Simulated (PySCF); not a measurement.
Run record: geometry optimisation, `CC1=CC=C[S+]=C1`.

Method: PBE0/6-31+G* geometry optimisation, gas phase (PySCF 2.14.0). Start geometry: GFN2-xTB. A driver script takes a list of jobs; this job's settings line and coordinates (Å) are shown.

Input:
```
{"job": {"xc": "PBE0", "basis": "6-31+G*", "grid": 1, "kind": "geom"}, "charge": 1, "multiplicity": 1}
C      2.063781    -0.296116    -0.243613
C      0.630446     0.058230    -0.056762
C     -0.346934    -0.942119    -0.158440
C     -1.705257    -0.715156     0.012545
C     -2.231343     0.522564     0.301694
S     -1.302074     1.919051     0.483314
C      0.272013     1.361766     0.227829
H      2.407272    -0.889569     0.603912
H      2.192382    -0.905270    -1.135860
H      2.692424     0.585514    -0.320924
H     -0.018616    -1.946866    -0.384233
H     -2.387687    -1.548261    -0.085323
H     -3.294336     0.664434     0.428959
H      1.027250     2.131325     0.304735
```

**Question.** What does the run print?

**Answer.** 
```
step   0  E = -630.33969415  max force = 0.005789
step   1  E = -630.34031476  max force = 0.001944
step   2  E = -630.34031629  max force = 0.001098
step   3  E = -630.34032272  max force = 0.000355
optimisation converged
```

Energies in Eh; «max force» is the largest Cartesian gradient component in Eh/bohr.

**Question.** Give the first gradient maximum in eV/Å.

**Answer.** With 1 Eh/bohr = 51.422 eV/Å, 0.298 eV/Å.

**Question.** How much energy does the optimisation release, in kJ/mol?

**Answer.** E(step 0) − E(last step) = 0.000629 Eh, which is 1.7 kJ/mol.

In short: final energy -630.34032 Eh after 3 steps.

**Question.** Give the final coordinates.

**Answer.** 0.022 Å rms from the input after alignment:
```
atom  x, y, z in Å
C1     2.0680   -0.2565   -0.3218
C2     0.6222    0.0972   -0.1358
C3    -0.3658   -0.9009   -0.2301
C4    -1.7321   -0.6773   -0.0612
C5    -2.2580    0.5695    0.2198
S6    -1.3201    1.9559    0.3906
C7     0.2553    1.4066    0.1407
H8     2.4186   -0.8662    0.5196
H9     2.2085   -0.8447   -1.2346
H10    2.7020    0.6307   -0.3841
H11   -0.0405   -1.9154   -0.4502
H12   -2.4219   -1.5120   -0.1534
H13   -3.3256    0.7300    0.3485
H14    1.0001    2.1960    0.2162
```

Time: 21 s of wall time; peak memory 0.63 GiB. Hardware: one thread, Arm Neoverse V2 (aarch64), no GPU, shared host.
Labels such as C1 count atoms from 1, the log's own numbers from 0.
